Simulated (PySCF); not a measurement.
# Structure from NMR data

An unknown has the formula C5H8NPSi. Its calculated NMR data are:

1H NMR (400 MHz, computed): δ 9.86 (m, 1H), 9.22 (m, 1H), 4.53 (s, 3H), 3.10 (m, 3H).

13C{1H} NMR (computed): δ 205.8 (C), 185.2 (CH), 156.3 (CH), 127.7 (C), 33.9 (CH3).

How the numbers were obtained: shielding tensors at PBE0/pcSseg-1 (GIAO), geometry: GFN2-xTB, in PySCF 2.14.0 with density-fitted response routines (one conformer, averaged over atoms made equivalent by symmetry, fast rotation or ring inversion, non-relativistic Hamiltonian, isolated molecule).

Scale: 1H and 13C vs TMS (reference shieldings calculated alike).

Problem. Deduce the structure.

Solution. 
5 carbon signals for 5 carbons: no two carbons are equivalent. Carbon types of the structure: 2 × C, 2 × CH, 1 × CH3, leaving 3 H on heteroatoms. δC 205.8: substituted aromatic carbon next to a ring nitrogen. δC 185.2: aromatic CH. δC 156.3: aromatic CH next to a ring nitrogen; the adjacent pyridine-type nitrogen withdraws density from it. δC 127.7: substituted aromatic carbon. δC 33.9: methyl carbon on an aromatic ring; aliphatic region, no heteroatom directly attached. δH 9.86: hydrogen on an aromatic CH; the ring current deshields protons in the ring plane. δH 9.22: hydrogen on an aromatic CH next to a ring nitrogen; ring current plus the neighbouring ring nitrogen.

Structure: `Cc1ncc([SiH3])cp1`.

The data come from this structure; uniqueness wasn't tested.

Splittings by 31P in the carbon and heteronuclear signals aren't shown, as no couplings were computed. Shifts are as computed. Against solution values, carbons near 30 ppm lie about +3 ppm off and those near 130 ppm about +5 ppm. Of 1211 compounds with measured shifts, 218 miss one by over three times the rms of a fit or turn the order of signals round; such compounds aren't used in these exercises. No couplings were computed; multiplicities are counted from neighbouring protons, with m where these are inequivalent, close in shift, in a saturated or five-membered ring or joined by F or P, and br s for small geminal =CH2 splittings.
